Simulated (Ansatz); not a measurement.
A single point on Cl$_{5}$FMo, SMILES `[F][Mo]([Cl])([Cl])([Cl])([Cl])[Cl]`.

```yaml
crystal:
  periodic: [false, false, false]
  atoms:
    - {symbol: F, position_ang: [-1.859069, 0.043858, -0.200364]}
    - {symbol: Mo, position_ang: [-0.024302, 0.000567, -0.002612]}
    - {symbol: Cl, position_ang: [2.222255, -0.052416, 0.239520]}
    - {symbol: Cl, position_ang: [-0.085054, -2.219231, -0.492151]}
    - {symbol: Cl, position_ang: [0.164553, 0.482069, -2.216963]}
    - {symbol: Cl, position_ang: [-0.084396, 2.223224, 0.473879]}
    - {symbol: Cl, position_ang: [-0.333987, -0.478091, 2.198711]}
basis:
  gaussian: {orbitals: def2-QZVPP}
correlation: {method: mp2}
```

```sh
$ ansatz run in.yaml --threads 4 --pin off --events-out ev --progress --plain --max-ram 11315MiB
```

It prints (some lines left out):

```
Functional definition: HF
2945 factors; integrals over basis functions are off by at most 8.9e-4 eV
mean field evaluation 1: about -67054.8401 eV, gradient 7.7e1 eV
mean field evaluation 2: about -67055.3389 eV, gradient 7.7e1 eV
mean field evaluation 4: about -67067.8556 eV, gradient 1.4e1 eV
mean field evaluation 8: about -67068.1890 eV, gradient 8.4e-1 eV
mean field evaluation 16: about -67068.2436 eV, gradient 1.7e-5 eV
mean field -67068.24358353 eV, -2464.7124912063 hartree, gradient 1.9e-6 eV, S^2 0.000000; 4 other end points of the search recorded, 0 dependent functions left out
26 core orbitals not correlated: weight in the atoms' cores, before any rotation towards them, 1.000 or more for the frozen orbitals, at most 0.000 for the correlated occupied ones
reference -67068.24358353 eV, -2464.7124912063 hartree; 28, 28 occupied and 434, 434 virtual orbitals, 2945 factors
second order -55.19609572 eV of doubles, -0.00000000 eV of singles
Total energy: -67123.43967925 eV, -2466.7409103109 hartree
```

It took 110 s on 4 threads of an Arm Neoverse V1 on a shared host, with 3.3 GiB of host memory at the peak.
